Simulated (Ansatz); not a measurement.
Cost and result up the ladder for SiMe3(NHMe) (C₄H₁₃NSi) (19 atoms). Charge 0, multiplicity 1. Geometry: PBE-D4/def2-SVP.

```xyz
19

Si    0.250    0.018    0.330
C     1.372    1.201   -0.630
H     2.145    0.642   -1.195
H     1.884    1.902    0.060
H     0.799    1.815   -1.355
C    -1.024    1.050    1.288
H    -0.533    1.768    1.978
H    -1.692    0.401    1.893
H    -1.664    1.637    0.597
C     1.251   -1.031    1.540
H     0.599   -1.725    2.111
H     1.774   -0.389    2.277
H     2.014   -1.636    1.010
N    -0.478   -1.108   -0.806
C    -1.324   -0.718   -1.918
H    -0.716   -2.029   -0.427
H    -2.395   -0.529   -1.652
H    -0.943    0.217   -2.378
H    -1.321   -1.485   -2.725
```

Ansatz on 4 threads of Intel Xeon on a shared host. Times are rough, and most runs start from the orbitals of an earlier one. ωB97M-V/def2-TZVP serves as the yardstick here, not as an exact answer. Differences are given only for rows in sets of like size (and for xTB, whose basis is part of the method), since another set adds its own error. Binding counts from free atoms at the same level (Si triplet, C triplet, H doublet, N quartet; other spins of the atoms weren't run), without zero-point energy or a counterpoise term.

LC-ωPBE has ω = 0.4 bohr⁻¹. Correlated methods freeze 10 core orbitals. The rows differ in basis, and correlated rows in double-zeta sets carry the largest basis error.

Correlated methods converge slowly with the basis, most of all in double-zeta sets.

```tsv
level	functions	wall time
HF/STO-3G	47	0.81 s
PBE-D4/def2-SVP	153	3.4 s
PBE0-D4/def2-SVP	153	4.7 s
PBE-D4/def2-TZVP	270	6 s
LC-ωPBE/def2-TZVP	270	9 s
PBE0-D4/def2-TZVP	270	10 s
PBE-D4/def2-TZVPD	345	11 s
CAM-B3LYP-D4/def2-TZVP	270	11 s
r2SCAN-D4/def2-TZVP (with forces)	270	12 s
MP2/def2-TZVP	270	12 s
PBE0-D4/def2-TZVPD	345	14 s
LC-ωPBE/def2-TZVPD	345	18 s
ωB97M-V/def2-TZVP	270	21 s
CCSD(T)/def2-SVP	153	52 s
```

Estimate what each level gives for the binding energy per atom (eV).


| level | binding energy per atom (eV) | difference from ωB97M-V/def2-TZVP (eV) |
| --- | --- | --- |
| HF/STO-3G | 3.67 | – |
| PBE-D4/def2-SVP | 3.98 | – |
| PBE0-D4/def2-SVP | 3.94 | – |
| PBE-D4/def2-TZVP | 3.96 | 0.04 |
| LC-ωPBE/def2-TZVP | 3.90 | -0.02 |
| PBE0-D4/def2-TZVP | 3.92 | 0.00 |
| PBE-D4/def2-TZVPD | 3.97 | 0.04 |
| CAM-B3LYP-D4/def2-TZVP | 3.93 | 0.01 |
| r2SCAN-D4/def2-TZVP (with forces) | 3.91 | -0.01 |
| MP2/def2-TZVP | 3.79 | -0.13 |
| PBE0-D4/def2-TZVPD | 3.92 | 0.00 |
| LC-ωPBE/def2-TZVPD | 3.90 | -0.02 |
| ωB97M-V/def2-TZVP | 3.92 | 0.00 |
| CCSD(T)/def2-SVP | 3.73 | – |
